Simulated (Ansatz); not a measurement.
`COB(C)Cl`, charge 0, multiplicity 1.

Task: Give a relaxed structure at PBE0-D4/def2-TZVP (Ansatz 0.2.0). (Best estimate.)

Result: The calculation gave: 
```xyz
11

C     0.7736   -1.4255   -0.5049
O    -0.4401   -0.7876   -0.8362
B    -0.8847    0.3618   -0.3068
C    -0.1905    1.2468    0.7800
Cl   -2.4392    0.9170   -0.9694
H     0.5600   -2.4695   -0.2708
H     1.4399   -1.3887   -1.3691
H     1.2699   -0.9608    0.3490
H     0.6497    0.7757    1.2919
H    -0.9182    1.5676    1.5285
H     0.1794    2.1633    0.3076
```
This is one stationary point; other conformers may exist.
